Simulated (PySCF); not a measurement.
**Steps of a relaxation of [Bi(OH)2]+**

[Bi(OH)2]+ (singlet). PySCF 2.14.0, RKS BP86, Bi def2-SVP with ECP60, O def2-SVP, H def2-SVP; non-relativistic Hamiltonian with scalar-relativistic core potentials where named; density fitting; no spin-orbit coupling. Origin of the start: displaced along the imaginary mode. Columns: position (Å) and force (eV/Å). Energies are counted from the last step; some of the 25 steps are shown. Forces carry noise of the integration grid, about 0.01 to 0.03 eV/Å.

Run from Python with OMP_NUM_THREADS=2. Where DIIS fails, smearing, a level shift and second-order steps follow.
It took 28 s on 2 threads of Arm Neoverse V2, with other jobs on the host, from the converged density of the start.

```xyz
5
step 0  E = 1.227 eV
Bi    0.0009    0.0121   -0.0010     0.02    0.30   -0.02
O    -0.0046    0.1059    2.0825    -0.02   -0.20    0.73
H    -0.0181    0.0004    3.0767     0.01    0.05   -0.76
O    -0.0046   -0.2325   -2.0722    -0.02   -0.32   -0.70
H    -0.0181   -0.4975   -3.0362     0.01    0.17    0.74
```

```xyz
5
step 8  E = 0.750 eV
Bi    0.0512    0.7029   -0.0573     0.00   -0.05    0.00
O    -0.0034    0.1089    1.9157     0.00    0.02    0.33
H    -0.0445   -0.3882    2.7779     0.00   -0.03   -0.79
O    -0.0034   -0.2025   -1.9080     0.00   -0.05   -0.32
H    -0.0445   -0.8326   -2.6785     0.00    0.10    0.78
```

```xyz
5
step 16  E = 0.126 eV
Bi    0.0863    1.1844   -0.0965     0.04    0.60   -0.04
O     0.0033    0.1799    1.6453    -0.10   -1.41    1.11
H    -0.0687   -0.7939    1.9142     0.09    1.15   -0.56
O     0.0033   -0.0887   -1.6527    -0.11   -1.57   -0.87
H    -0.0687   -1.0932   -1.7605     0.08    1.22    0.37
```

Q: Where does the relaxation end?

A: It converges at step 24 in C2v:
```xyz
5
step 24  E = 0
Bi    0.0910    1.2493   -0.1018
O     0.0016    0.1556    1.6324
H    -0.0694   -0.8269    1.6250
O     0.0016   -0.1106   -1.6360
H    -0.0694   -1.0790   -1.4698
```

Q: How did the contacts change?

A: 
| contact | start (Å) | end (Å) |
| --- | --- | --- |
| Bi1–O2 (OH) | 2.086 | 2.052 |
| Bi1–O4 (OH) | 2.086 | 2.052 |
